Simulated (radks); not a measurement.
Ionisation of the lutetium ion Lu2+, [Xe] 4f14 6s1, to [Xe] 4f14 as the strength of local exchange is varied. Method: scalar-relativistic Kohn-Sham, Slater X-alpha exchange (alpha = 2/3 is LDA exchange), no correlation, spin-unpolarised, spherical densities, finite nucleus; Fermi nuclear charge, rms radius 5.37 fm; computed with a radial shooting solver on a logarithmic mesh with Libxc functionals.

| alpha | E(Lu2+) (hartree) | exchange (hartree) | IE (eV) | -e of the level emptied (eV) | <r> of it (bohr) |
|---|---|---|---|---|---|
| 0.585 | -14509.8830 | -248.1764 | 19.734 | 16.311 (6s) | 3.118 |
| 0.632 | -14529.9276 | -268.5209 | 20.054 | 16.642 (6s) | 3.091 |
| 0.641 | -14533.7694 | -272.4235 | 20.116 | 16.706 (6s) | 3.086 |
| 0.667 | -14544.8741 | -283.7098 | 20.295 | 16.890 (6s) | 3.072 |
| 0.779 | -14592.8156 | -332.5360 | 21.075 | 17.699 (6s) | 3.012 |
| 0.815 | -14608.2618 | -348.3017 | 21.329 | 17.964 (6s) | 2.993 |
| 0.817 | -14609.1204 | -349.1786 | 21.343 | 17.978 (6s) | 2.992 |
| 0.937 | -14660.7383 | -401.9883 | 22.202 | 18.875 (6s) | 2.931 |

NIST Atomic Spectra Database: 20.959 eV (measured). The Delta-SCF value meets it near alpha = 0.76. Spin polarisation and multiplet splitting are left out, so open shells lie too high by an amount that depends on their filling.

Beside tabulated values, note that spin-unpolarised runs miss the spin-polarisation part of the exchange energy of open shells.
